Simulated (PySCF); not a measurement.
## Partial charges of `C[Si@H]1[SiH2][Si@H](C=O)[SiH2]1`

Species: C₂H₁₀OSi₄.
Structure used (GFN2-xTB), in Å, numbered top down from 1:
```xyz
17
C2H10OSi4 angstrom
C     -2.9229    0.0718    0.3074
Si    -1.2369   -0.4006   -0.4530
Si     0.1697    1.4656   -0.8699
Si     1.7997    0.5083    0.5542
C      2.9767   -0.3278   -0.6678
O      2.5205   -0.9759   -1.5895
Si     0.3154   -1.2441    1.1330
H     -3.4821   -0.8054    0.6203
H     -3.5415    0.6175   -0.3994
H     -2.7900    0.7037    1.1808
H     -1.5773   -1.2674   -1.5957
H      0.6103    1.7376   -2.2417
H     -0.3368    2.7726   -0.4159
H      2.6799    1.2335    1.4869
H      4.0789   -0.2475   -0.5657
H     -0.1047   -1.2245    2.5451
H      0.8341   -2.6053    0.9609
```

Density: PBE0/pcSseg-1 (PySCF); schemes: Mulliken, IAO, Hirshfeld and ESP-fitted. The structure is a single GFN2-xTB conformer in the gas phase; no vibrational or solvent corrections.

Do the Mulliken, IAO, Hirshfeld and ESP-fitted schemes agree on where the charge is lowest?

The schemes don't all agree: Mulliken C1 (-0.584); IAO C1 (-0.687); Hirshfeld O6 (-0.212); ESP-fitted C1 (-0.526).

At which atom do the 4 schemes differ most?

At C1: from -0.687 (IAO) to -0.210 e (Hirshfeld), 0.477 e apart.

For which atoms does the sign change between the 4 schemes (beyond +0.03 e in one, beyond −0.03 e in another)?

Si4.

Tabulate the Mulliken, IAO, Hirshfeld and ESP-fitted charges.

In e:

| atom | environment | Mulliken | IAO | Hirshfeld | ESP-fitted |
| --- | --- | --- | --- | --- | --- |
| C1 | Si-methyl carbon | -0.584 | -0.687 | -0.210 | -0.526 |
| Si2 | SiH silicon | +0.135 | +0.368 | +0.205 | +0.409 |
| Si3 | SiH2 silicon | +0.191 | +0.166 | +0.146 | +0.025 |
| Si4 | SiH silicon | -0.044 | +0.252 | +0.156 | +0.078 |
| C5 | carbonyl carbon | +0.027 | +0.019 | +0.037 | +0.349 |
| O6 | carbonyl oxygen | -0.354 | -0.383 | -0.212 | -0.442 |
| Si7 | SiH2 silicon | +0.188 | +0.164 | +0.146 | +0.016 |
| H8 | methyl hydrogen | +0.147 | +0.159 | +0.044 | +0.139 |
| H9 | methyl hydrogen | +0.147 | +0.159 | +0.044 | +0.138 |
| H10 | methyl hydrogen | +0.140 | +0.153 | +0.039 | +0.119 |
| H11 | Si–H hydrogen | -0.004 | -0.082 | -0.071 | -0.114 |
| H12 | Si–H hydrogen | -0.005 | -0.071 | -0.068 | -0.028 |
| H13 | Si–H hydrogen | -0.024 | -0.084 | -0.076 | -0.043 |
| H14 | Si–H hydrogen | -0.026 | -0.083 | -0.072 | -0.066 |
| H15 | formyl hydrogen | +0.097 | +0.105 | +0.037 | +0.012 |
| H16 | Si–H hydrogen | -0.023 | -0.084 | -0.076 | -0.040 |
| H17 | Si–H hydrogen | -0.007 | -0.072 | -0.069 | -0.026 |

Mean size of the charges over all atoms: IAO 0.182 e, ESP-fitted 0.151 e, Mulliken 0.126 e, Hirshfeld 0.101 e. Each set sums to the total charge, 0, to within 0.001 e. The Mulliken scheme counts on each atom the diagonal of the density matrix times the overlap matrix over that atom's basis functions.

How many electrons does the Hirshfeld scheme count on C5?

Z − q = 6 − (+0.037) = 5.963.

How closely do the schemes follow one another over all atoms?

Correlation coefficient and root-mean-square difference: IAO with Hirshfeld 0.92, 0.141 e; Mulliken with IAO 0.91, 0.103 e; IAO with ESP-fitted 0.88, 0.117 e; Mulliken with ESP-fitted 0.82, 0.129 e; Hirshfeld with ESP-fitted 0.80, 0.146 e; Mulliken with Hirshfeld 0.78, 0.125 e.
